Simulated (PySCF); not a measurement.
# A small calculation by hand: oscillator strength and radiative lifetime

(E)-1-bromo-1-chloroprop-1-ene (C3H4BrCl), SMILES C/C=C(\Cl)Br.

Geometry optimised at TPSSh-D3(BJ)/def2-SVP.

PySCF with TDA-LC-ωPBE/def2-SVPD puts the first singlet state with f over 0.02 at 6.93 eV (vertical), with the transition dipole (-1.069, -1.289, 0.000) in atomic units.

Question: Find the oscillator strength, the wavelength and the radiative lifetime that this transition would have in vacuum if emission retraced absorption.

Answer: 
|μ|² = 2.8043 au, so |μ| = 4.26 D. ΔE = 6.93/27.211 = 0.2547 hartree. f = (2/3) ΔE |μ|² = 0.476 (the program prints 0.476).
λ = 1239.84/6.93 = 179 nm; ν = 55894 cm⁻¹.
Einstein's coefficient A = 0.6670 ν² f s⁻¹ (ν in cm⁻¹) = 9.9e8 s⁻¹, so τ = 1/A = 1.0 ns. This state is S4; the lower singlets have f = 0.000, 0.006, 0.000. The figure is the radiative limit of this one transition; relaxation, internal conversion, crossing to triplets and a medium change what is measured.
